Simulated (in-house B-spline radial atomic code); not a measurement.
Results of a calculation; reference values are marked as such.
Building a PAW f channel for Ta, r_c = 1.5 bohr

Ta, [Xe] 4f14 5d3 6s2, non-relativistic PBE (a model for so heavy an element), spherical and spin-unpolarised, from an all-electron radial atomic-structure program (B-spline basis) (atomic units; all potentials screened as in the neutral atom).

Two all-electron partial waves φ1, φ2 are integrated outwards at E1 = ε(4f) = -1.189456 and E2 = E1 + 2 hartree; φ1 is the bound orbital and φ2 has unit norm inside r_c = 1.4963 bohr. Smooth partners are polynomials, r^4(a0 + a1 r² + a2 r⁴ + a3 r⁶), matched to φ and three derivatives at r_c, with no condition on the norm. The local potential is -17.2729 + (18.3168) r² + (-8.21875) r⁴ + (1.37283) r⁶ inside 1.2251 bohr and the all-electron one outside.

```tsv
wave	φ(r_c)	φ'(r_c)	a0	a1	a2	a3
1	0.2577252	-0.4650436	1.175742	-1.193064	0.4272268	-0.05299234
2	1.650225	2.334265	0.6762552	-0.1273223	-0.0321076	0.008818496
```

Inside r_c the overlaps are <φi φj> = [[0.98142, -0.34226], [-0.34226, 1.00000]] and, for the smooth waves, [[0.08639, 0.20763], [0.20763, 0.65058]]. With χj = (Ej − T − V_local) applied to smooth wave j, the program's quadrature gives the matrix B_ij = <smooth i, χj> as [[-0.34047, 0.35632], [-0.74346, 0.62557]].

Question: Check the match of the first wave, and find the augmentation charges q_ij.

Answer: At r_c the four terms are 5.89368, -13.38985, 10.73514, -2.98126, which sum to 0.2577, φ1(r_c) to rounding. q_ij is the all-electron overlap less the smooth one: [[0.89503, -0.54989], [-0.54989, 0.34942]]. The smooth first wave has a norm of 0.0864 inside r_c against 0.9814, and q11 > 0 puts back the missing charge.

Question: B isn't symmetric. Show that D_ij = B_ij + Ej q_ij is.

Answer: Integrating by parts gives B12 − B21 = (E1 − E2) q12: 0.35632 − (-0.74346) = 1.09978, and −2 × (-0.54989) = 1.09978. So D12 = 0.35632 + (0.810544)(-0.54989) = -0.08939 and D21 = -0.74346 + (-1.189456)(-0.54989) = -0.08939; D11 = -1.40507, D22 = 0.90879. The projectors, p = (B⁻¹)ᵀ χ, are dual to the smooth waves; det B = 0.052.

Solving (T + V_local + Σ p D p) ψ = E (1 + Σ p q p) ψ in a sphere of 9 bohr gives these levels:

| all-electron | one projector | two projectors |
| --- | --- | --- |
| -1.189460 | -1.189450 | -1.189450 |
| 0.192707 | 0.194064 | 0.192711 |
| 0.466114 | 0.479197 | 0.466129 |
| 0.856470 | 0.905651 | 0.856471 |
| 1.364170 | 1.479690 | 1.364550 |

Question: What does the second projector gain?

Answer: With one projector the errors are +0.01, +1.36, +13.08, +49.18, +115.52 millihartree. With two the errors are +0.01, 0.00, +0.02, 0.00, +0.38 millihartree. The scattering is exact at E1 and at E2 = 0.811, and over all levels compared the largest error is 0.38 millihartree. The lowest eigenvalue of the overlap operator is 1 with one and 1 with two projectors. The smooth orbital alone needs a cutoff of 36 hartree for 1 millihartree of kinetic energy, against 102 for a norm-conserving Troullier-Martins orbital of the same radius; part of the gain comes from giving up the norm, part from the simpler form.
